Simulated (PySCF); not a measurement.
Mapped SMILES: `[CH3:1][C:2](=[O:3])[NH:4]/[CH:5]=[CH:6]/[O:7][SiH3:8]`; H(Xn) means a hydrogen on atom n.

Level of theory: shieldings: GIAO KT2/pcSseg-1, structure optimised with PBE0-D3(BJ)/def2-SVP, in PySCF 2.14.0 with density-fitted response routines (gas phase, non-relativistic, one conformer, equivalent nuclei averaged).

δ = σ(ref) − σ, references computed at the same level: $^{13}$C and $^{1}$H and $^{29}$Si vs TMS; $^{17}$O against H2O; $^{15}$N vs NH3.

```csv
atoms,nucleus,count,δ (ppm)
H(C6),$^{1}$H,1,6.62
C5,$^{13}$C,1,105.5
C1,$^{13}$C,1,?
H(Si8),$^{1}$H,3,5.01
H(C1),$^{1}$H,3,?
H(N4),$^{1}$H,1,5.17
O7,$^{17}$O,1,75.4
C2,$^{13}$C,1,151.6
C6,$^{13}$C,1,?
H(C5),$^{1}$H,1,6.71
Si8,$^{29}$Si,1,-33.6
N4,$^{15}$N,1,141.2
O3,$^{17}$O,1,?
```

Problem. Complete the table.

Solution. 
- C6: 130.4 ppm, alkene carbon bearing oxygen; as expected for a trigonal carbon in a double bond
- C1: 21.9 ppm, methyl carbon α to a carbonyl; α to the electron-withdrawing carbonyl group
- H(C1): 1.78 ppm, hydrogen on a methyl carbon α to a carbonyl; α to C=O
- O3: 411.8 ppm, amide-type carbonyl oxygen

OH and NH positions are those of a molecule without intermolecular hydrogen bonds; in solution they move with solvent, concentration and temperature, and exchange usually removes their couplings. Shifts are as computed. Against solution values, carbons near 30 ppm lie about +2 ppm off and those near 130 ppm about -5 ppm. Of 1309 compounds with measured shifts, 239 miss one by over three times the rms of a fit or turn the order of signals round; such compounds aren't used in these exercises. Hydrogen bonding in solution shields acid and N–H amide carbonyl oxygens by tens of ppm. The C=O carbon of an acid or of an amide with N–H lies up to 10 ppm further downfield in solution, through hydrogen bonding that the calculation lacks. Unscaled 17O shifts of doubly bonded oxygen tend to come out too high, by tens of ppm or more. Experimental scales use liquid or dissolved standards, which lie at an offset from isolated NH3 (liquid NH3: subtract about 20 ppm) and H2O (liquid H2O: subtract about 36 ppm).
